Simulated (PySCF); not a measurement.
Substituent effects on chemical shifts

Parent skeleton `[CH2+:1][c:2]1[cH:3][cH:4][cH:5][cH:6][cH:7]1`; one hydrogen on atom 4 is replaced by X. Hydrogens on one atom are averaged.

Gas phase, fast rotation and ring inversion assumed for equivalent nuclei, one computed conformer, non-relativistic. GFN2-xTB geometry; NMR shieldings at PBE0/pcSseg-1/GIAO; PySCF 2.14.

Shifts are taken against calculated references (same method and geometry level): 13C (σref 186.93) and 1H (σref 31.72) vs TMS.

Parent (X = H): C1 212.0, C2 147.9, C3 164.8, C4 141.9, C5 177.8, C6 141.9, C7 164.8, H(C1) 9.57, H(C3) 8.96 ppm. Effects are Δδ = δ(X) − δ(H), positive for deshielding.

Question: Give Δδ (ppm) for X = C(S)CH3, SOCH3, CHF2, NMe2.

Answer: 
| X | SMILES | C1 | C2 | C3 | C4 | C5 | C6 | C7 | H(C1) | H(C3) |
| --- | --- | --- | --- | --- | --- | --- | --- | --- | --- | --- |
| C(S)CH3 | [CH2+]c1cccc(C(C)=S)c1 | -4.6 | +1.2 | -22.6 | +8.9 | -7.5 | -1.9 | +2.1 | -0.29 | -0.77 |
| SOCH3 | [CH2+]c1cccc([S@@](C)=O)c1 | -0.3 | +0.4 | -4.5 | +32.3 | -9.6 | -2.2 | +0.8 | +0.06 | +0.46 |
| CHF2 | [CH2+]c1cccc(C(F)F)c1 | +2.6 | -0.1 | -3.9 | +11.3 | -2.3 | +0.0 | +1.0 | +0.16 | +0.17 |
| NMe2 | [CH2+]c1cccc(N(C)C)c1 | -3.4 | +1.5 | -33.8 | +12.2 | -19.6 | -1.5 | -10.2 | -0.33 | -1.74 |

Question: Which position responds most, and to which substituents?

Answer: C3: from -33.8 ppm with NMe2 to -3.9 ppm with CHF2.
